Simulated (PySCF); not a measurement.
# SMILES N#C/C=C/C=C/[SiH3], C5H7NSi

Cartesian coordinates in Å; atom numbers follow the order of the lines, from 1:
```xyz
14

N     4.6779    0.4364    0.4510
C     3.6409    0.2057    0.0149
C     2.3750   -0.0764   -0.5192
C     1.2385    0.1771    0.1530
C    -0.0730   -0.1001   -0.3639
C    -1.2013    0.1564    0.3101
Si   -2.9457   -0.1799   -0.3045
H     2.3635   -0.5136   -1.5096
H     1.2924    0.6155    1.1423
H    -0.1197   -0.5393   -1.3528
H    -1.1001    0.5964    1.2966
H    -3.6722    1.0916   -0.3373
H    -3.5912   -1.1008    0.6338
H    -2.8857   -0.7697   -1.6415
```

Computed, not measured: quadratic response PBE0/def2-SVPD first hyperpolarisability, Taylor convention, gas phase in PySCF. Geometry: GFN2-xTB.

Give the tensor of the second harmonic β(−2ω;ω,ω) at 1064 nm in the axes of these coordinates.

In au, Taylor convention; rows are the first index (the induced dipole):
```csv
,xx,yy,zz,xy,xz,yz
x,+2.7,+60.0,+54.0,-1.0,+7.2,-3.1
y,+1.2,+9.9,+5.4,+55.0,-2.9,+3.3
z,+11.7,+3.0,+12.6,-2.7,+49.4,+5.4
```
Norm of βᵢ = ⅓ Σⱼ (βᵢⱼⱼ + βⱼᵢⱼ + βⱼⱼᵢ): 114.0 au, hyper-Rayleigh value 52.6 au.
